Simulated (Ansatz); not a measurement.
Reaction (redistribution): `O[Si]1([SnH3])CO1` + `[CH3][Al]([CH3])[F]` → `[CH3][Al]([CH3])[SnH3]` + `O[Si]1(F)CO1`

Program: Ansatz. Geometries: PBE0-D4/def2-TZVP. ΔE: electronic, gas phase. CBS: MP2 limit from def2 TZ/QZ plus the TZ coupled-cluster correction, frozen cores. DFT in def2-TZVPP. B3LYP here is the variant with VWN-RPA as its local correlation; programs differ in this. def2 core potentials past Kr. For Sn outer-core shells are correlated without core-valence functions, which leaves a few kJ/mol of doubt a bond. One conformer a species, not always the lowest.

```
          level  ΔE (kcal/mol)
         PBE-D4            8.6
      r2SCAN-D4            6.9
       B3LYP-D4            7.7
        ωB97X-V            7.2
 MP2/def2-TZVPP            6.7
CCSD/def2-TZVPP            5.5
  HF/def2-QZVPP            3.1
  MP2/CBS(def2)            7.1
```

Question: What does CCSD(T)/CBS give? (Best estimate.)

Answer: Ansatz gave: +6.5 kcal/mol. The listed levels differ from it by 2.1, 0.4, 1.2, 0.7, 0.2, -1.0, -3.4, 0.6 kcal/mol.

Largest T1 diagnostic among the species: 0.014.

In def2-TZVPP, CCSD(T) changes the Hartree–Fock value by +3.2 kcal/mol (the triples alone add +0.6 kcal/mol) and MP2 by +3.9 kcal/mol. From PBE to PBE0 (25 % exact exchange), in def2-TZVPP and without D4, ΔE moves by −1.7 kcal/mol.
